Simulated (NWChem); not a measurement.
System: Si₂H₅, doublet; SMILES [SiH2][SiH3]

All runs: NWChem. Spin-unrestricted. No stability test was run on the SCF state. Level UHF/def2-SVP: optimisations from one semi-empirical or force-field start; each run changes one setting, and all end within 0.3 mHa of each other.

### Question
Which setting needs the most optimisation steps, or fails (symmetry off; no line search; redundant internal coordinates, default thresholds; trust radius 0.05)?

### Answer
trust radius 0.05, with 29 against 13 for the defaults.
| setting | optimisation steps |
|---|---|
| redundant internal coordinates, default thresholds | 13 |
| trust radius 0.05 | 29 |
| no line search | 17 |
| symmetry off | 13 |
